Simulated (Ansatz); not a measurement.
Cost and result up the ladder for `COc1ccc(-c2sc(-c3sc(-c4sc(-c5sc(-c6ccc(C(F)=C(F)F)cc6)c6c5OCCO6)c5c4OCCO5)c4c3OCCO4)c3c2OCCO3)cc1` (82 atoms). Total charge 0; singlet. Geometry: PBE-D4/def2-SVP.

Ansatz on 11 threads of AMD EPYC 7R13 on a shared host and a whole NVIDIA H100 80GB HBM3. Times are rough, and most runs start from the orbitals of an earlier one. PBE0-D4/def2-TZVP serves as the yardstick here, not as an exact answer. Differences are given only for rows in sets of like size (and for xTB, whose basis is part of the method), since another set adds its own error. Binding counts from free atoms at the same level (C triplet, O triplet, S triplet, F doublet, H doublet; other spins of the atoms weren't run), without zero-point energy or a counterpoise term.

Single mean-field runs in def2-SVP, def2-TZVP are fitted with def2-universal-jkfit.

| level | functions | wall time | binding energy per atom (eV) | difference from PBE0-D4/def2-TZVP (eV) |
| --- | --- | --- | --- | --- |
| PBE-D4/def2-SVP | 921 | 8.5 s | 5.35 | – |
| PBE0-D4/def2-SVP | 921 | 8.5 s | 5.19 | – |
| PBE-D4/def2-TZVP | 1891 | 12 s | 5.26 | 0.16 |
| r2SCAN-D4/def2-TZVP | 1891 | 14 s | 5.06 | -0.04 |
| PBE0-D4/def2-TZVP (with forces) | 1891 | 19 s | 5.10 | 0.00 |
